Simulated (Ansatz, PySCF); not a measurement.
ClRb, charge +1, doublet, at a GFN2-xTB geometry (such geometries of metal compounds can be far from the true shape) (a state made from the parent by changing its charge; the spin is typed, not shown lowest) (all electrons, no relativity), with bond 2-1 at 1.4 times its length. Base run: CASSCF(3,3)/STO-3G run with PySCF.

Input for PySCF:
```python
from pyscf import gto, scf, mcscf
import numpy

mol = gto.Mole()
mol.atom = '''
    Rb   -0.00000000   -0.00000000   -1.02590234
    Cl    0.00000000    0.00000000    3.53634571
'''
mol.basis = 'sto-3g'
mol.charge = 1
mol.spin = 1
mol.verbose = 3
mol.build()

mf = scf.ROHF(mol)
mf.kernel()
mc = mcscf.CASSCF(mf, 3, 3)
mc.fix_spin_(ss=0.75)
mc.kernel()
occ = numpy.linalg.eigvalsh(mc.fcisolver.make_rdm1(mc.ci, mc.ncas, mc.nelecas))[::-1]
ss = mc.fcisolver.spin_square(mc.ci, mc.ncas, mc.nelecas)[0]
print('natural occupations', occ.round(4), ' <S^2>', round(ss, 4))
```

Programs used: Ansatz (an electronic-structure program), PySCF; a row that names a program was run with it.

The base run was repeated with changes; each row names its change, and settings that it needs were set with it.

```json
[
 {"change": "base", "ΔE vs base (mEh)": "0.000", "natural occupations": "2.00 1.00 0.00", "<S^2> of the state": "0.75"},
 {"change": "active space = 3 electrons, 4 orbitals", "ΔE vs base (mEh)": "0.000", "natural occupations": "2.00 1.00 0.00 0.00", "<S^2> of the state": "0.75"},
 {"change": "orbitals = fixed (CASCI); correction = SC-NEVPT2", "ΔE vs base (mEh)": "-16.738", "natural occupations": "2.00 1.00 0.00", "<S^2> of the state": "0.75"},
 {"change": "correction = SC-NEVPT2", "ΔE vs base (mEh)": "-16.738", "natural occupations": "2.00 1.00 0.00", "<S^2> of the state": "0.75"},
 {"change": "fix_spin_ = off", "ΔE vs base (mEh)": "0.000", "natural occupations": "2.00 1.00 0.00", "<S^2> of the state": "0.75"},
 {"change": "state_average = 2 states", "ΔE vs base (mEh)": "0.000", "natural occupations": "-", "<S^2> of the state": "-"},
 {"change": "active space = 9 electrons, 9 orbitals", "ΔE vs base (mEh)": "-19.105", "natural occupations": "2.00 2.00 2.00 2.00 1.00 0.00 0.00 0.00 0.00", "<S^2> of the state": "0.75"},
 {"change": "active space = 5 electrons, 7 orbitals", "ΔE vs base (mEh)": "-0.002", "natural occupations": "2.00 2.00 1.00 0.00 0.00 0.00 0.00", "<S^2> of the state": "0.75"},
 {"change": "conv_tol = 1e-5", "ΔE vs base (mEh)": "0.000", "natural occupations": "2.00 1.00 0.00", "<S^2> of the state": "0.75"},
 {"change": "code = ansatz; correction = SC-NEVPT2, all electrons", "ΔE vs base (mEh)": "-16.903", "natural occupations": "-", "<S^2> of the state": "-"},
 {"change": "code = ansatz", "ΔE vs base (mEh)": "-1.772", "natural occupations": "-", "<S^2> of the state": "-"}
]
```

Active orbitals are taken around the Fermi level unless the row says otherwise; CASSCF can end in different local minima, and two programs can end on different orbitals. State-averaged rows give the lowest state.

Open shells are given as the SCF converged; they aren't shown to be the lowest states, and a large step between rows can be another state.

Ansatz warned in this series: the state or the total is in doubt.
